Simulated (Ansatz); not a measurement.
Name a neutral molecule of C, F, N, S, Si and H with size of the dipole moment (ωB97M-V/def2-TZVPP) between 1.85 and 2.15 D and HOMO energy (PBE/def2-TZVPP) between -6.00 and -5.70 eV (Ansatz, PBE0-D4/def2-TZVP geometry).

`NC(F)([SiH3])S` (2.00 D, -5.96 eV). Other molecules can fit too; these were computed, each in one conformer that needn't be the lowest.
